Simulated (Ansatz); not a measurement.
**Ligand exchange: CH8O3Si2 + Mo(OH)2O2 → Si2H6O4 + Mo(CH3)(OH)O2**

Gas-phase species: CH8O3Si2 `C[SiH](O)O[SiH2]O`, singlet; Mo(OH)2O2 (molybdic acid), singlet; Si2H6O4 `O[SiH2]O[SiH](O)O`, singlet; Mo(CH3)(OH)O2, singlet. The partners trade CH3 for OH: Si–CH3 and Mo–OH bonds give way to Si–OH and Mo–CH3.

Shapes, held fixed at every level: PBE0-D4/def2-TZVP. Flexible molecules stand in one conformer, not always the lowest. Programs: Ansatz 0.2.0. Electronic energies: no zero-point or thermal term.

| level | kind | ΔE (kJ/mol) | less CCSD(T)/def2-TZVPP |
| --- | --- | --- | --- |
| HF/def2-TZVPP | Hartree–Fock | -25.6 | -7.0 |
| PBE-D4/def2-TZVPP | GGA | +1.4 | +20.0 |
| r2SCAN-D4/def2-TZVPP | meta-GGA | -4.1 | +14.5 |
| PBE0-D4/def2-TZVPP | global hybrid | -7.1 | +11.5 |
| wB97X-V/def2-TZVPP | range-separated hybrid | -7.1 | +11.5 |
| MP2/def2-TZVPP | perturbation theory | -15.2 | +3.4 |
| CCSD(T)/def2-TZVPP | coupled cluster or CI | -18.6 | 0.0 |

The highest level, CCSD(T)/def2-TZVPP, gives ΔE = -18.6 kJ/mol; the levels span -25.6 to +1.4. They disagree on the sign: 1 of 7 are positive. The column of differences is taken from that level and isn't an error. No measured value is set beside it here. For atoms past krypton def2 sets carry core potentials with scalar relativity. Outer-core shells of Mo are correlated, in sets that cover them unevenly. CCSD(T)/def2-TZVPP lies outside the range of the other correlated levels here, so it shouldn't be taken on trust.
